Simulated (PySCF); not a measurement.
**Calculated properties of `CC(=O)O[SiH2]F`**

C₂H₅FO₂Si.
Z-matrix (Å and degrees, GFN2-xTB geometry), rows numbered from 1:
```
C 
C   1  1.4999
O   2  1.1996  1  125.67
O   2  1.3331  1  112.21  3  -179.98
Si  4  1.6455  2  125.58  1   180.00
F   5  1.5987  4   98.73  2   179.92
H   1  1.0877  2  109.20  3  -121.22
H   1  1.0854  2  110.09  3    -0.02
H   1  1.0876  2  109.21  3   121.08
H   5  1.4474  4  111.10  2   -67.21
H   5  1.4474  4  111.07  2    67.07
```

GFN2-xTB geometry:

| Item | Value |
| --- | --- |
| Point group of the GFN2-xTB geometry | Cs |
| Rotational constants A, B, C of the GFN2-xTB geometry | 7.267, 1.635, 1.368 GHz |

PBE0/def2-SVPD ground state and vertical TDDFT (core frozen in the response) (PySCF):

| Property | Result |
| --- | --- |
| Dipole moment | 1.09 D |
| HOMO energy | -8.50 eV |
| LUMO energy | -0.27 eV |
| HOMO–LUMO gap | 8.23 eV |
| Lowest singlet excitation | 5.85 eV (212 nm, f = 0.001) |
| Strongest line among the 6 lowest singlet transitions | S5 at 8.24 eV (150 nm, f = 0.132) |
| Lowest triplet excitation (Tamm–Dancoff) | 5.29 eV |
| Static isotropic polarisability | 54.2 au |
| Electronic spatial extent ⟨r²⟩ about the centre of nuclear charge | 821 bohr² |

**PBE0/pcSseg-1 ground state and GIAO shieldings, non-relativistic (PySCF)**

| Quantity | Value |
| --- | --- |
| Lowest Hirshfeld atomic charge | -0.26 e on O3 |
| Highest Hirshfeld atomic charge | +0.49 e on Si5 |
| 13C chemical shifts (computed TMS as zero) by class | 175.9 (C2), 24.0 (C1) ppm |
| 1H chemical shifts (computed TMS as zero) by class | 5.24 (H10/H11), 2.18 (H7/H8/H9) ppm |
| Isotropic shieldings of nuclei other than C and H, by class | -144 (O3), 117 (O4), 365 (F6), 367 (Si5) ppm |
| Mayer bond orders between heavy atoms | C1–C2 1.00, C2–O3 1.97, C2–O4 1.05, O4–Si5 0.88, Si5–F6 0.95 |

Monoisotopic mass (most abundant isotopes): 108.0043 u.

S1 lies 2.38 eV below the HOMO–LUMO gap; its leading configuration is HOMO→LUMO, weight 0.99. The dipole matches unit charges of opposite sign 0.23 Å apart (1 e·Å = 4.8032 D). The polarisability is 8.03 Å³ as a volume (1 au = 0.148185 Å³), or 0.97 au for each of the 56 electrons. The vertical singlet–triplet gap S1 − T1 is 0.56 eV (TDDFT singlet less Tamm–Dancoff triplet; S1: HOMO→LUMO, weight 0.99; T1: HOMO→LUMO, weight 0.98). With B = h/(8π²I), that is 505.379 GHz u Å² over I, the principal moments of inertia are 69.5, 309.1 and 369.3 u Å² (most abundant isotopes). The largest Löwdin shares of the HOMO are 0.68 on O3, 0.10 on O4, 0.08 on C1 and 0.08 on C2. No computed singlet falls in the visible range (750 to 380 nm, 1.65 to 3.26 eV); S1 lies 2.59 eV above its blue end.

Geometry: GFN2-xTB, one conformer, isolated molecule. NMR classes are plain means over equivalent atoms (diastereotopic ones count apart unless rotation or inversion swaps them), as if these changed places fast; in this geometry the members of some classes differ.
